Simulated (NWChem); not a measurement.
# SnIF, singlet; SMILES [Sn]([F])[I]

```xyz
3

Sn     0.3171     1.2444     0.0000
F     -1.5612     1.7864     0.0000
I     -0.0340    -1.4773     0.0000
```
Atoms are numbered in this order, from 1.

Computed with NWChem. Low-valent species are run as closed-shell singlets; no triplet was tried in these runs. Geometry: optimised at PBE0/def2-SVP. def2 effective core potentials on Sn, I; no spin-orbit coupling. Ions are spin-unrestricted doublets at the neutral geometry; other ion states weren't tried.

For level Hartree-Fock/def2-SVP:

```yaml
vertical ionisation energy, ΔSCF (eV): 8.86
"−ε(HOMO) (eV)": 9.73
```

Task: What are these values for level LRC-wPBEh/def2-SVP?

Result: 
| Property | Result |
|---|---|
| vertical ionisation energy, ΔSCF (eV) | 9.64 |
| −ε(HOMO) (eV) | 9.23 |
